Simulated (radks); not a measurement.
Valence configurations of Ir+ (all share [Xe]). Method: scalar-relativistic Kohn-Sham, BLYP, spin-polarised, spherical densities, point nucleus; open shells are filled with parallel spins first (spin-orbit coupling, left out, can overturn this in heavy ions); computed with a radial shooting solver on a logarithmic mesh with Libxc functionals. Energies are relative to 4f14 5d7 6s1; eigenvalues in eV for spin up.

| valence | E (eV) | moment (Bohr magnetons) | e(4f) | e(5d) | e(6p) | e(6s) |
|---|---|---|---|---|---|---|
| 4f14 5d7 6s1 | 0.000 | 4 | -70.298 | -15.982 | - | -14.144 |
| 4f14 5d6.5 6s1.5 | 0.734 | 4 | -71.898 | -17.140 | - | -14.603 |
| 4f14 5d6 6s1 6p1 | 7.157 | 6 | -75.050 | -19.789 | -9.044 | -16.342 |
| 4f13.5 5d7.5 6s1 | 29.104 | 4 | -75.904 | -16.534 | - | -14.210 |
| 4f13 5d7.5 6s1.5 | 61.711 | 4 | -83.315 | -18.321 | - | -14.741 |
| 4f13 5d7 6s2 | 63.253 | 4 | -85.072 | -19.598 | - | -15.209 |
| 4f13 5d7 6s1.5 6p0.5 | 66.277 | 5 | -85.863 | -20.387 | -8.654 | -15.920 |
| 4f12 5d8.5 6s1.5 | 131.58 | 4 | -95.103 | -19.455 | - | -14.836 |
| 4f12 5d8 6s2 | 133.76 | 4 | -96.957 | -20.814 | - | -15.318 |
| 4f11 5d8 6s2 6p1 | 227.39 | 6 | -114.86 | -26.592 | -9.805 | -17.899 |

NIST lists [Xe] 4f14 5d7 6s1 as the ground configuration; this level of theory agrees among the configurations tried. The energies are those of spherical high-spin densities, not of single terms.
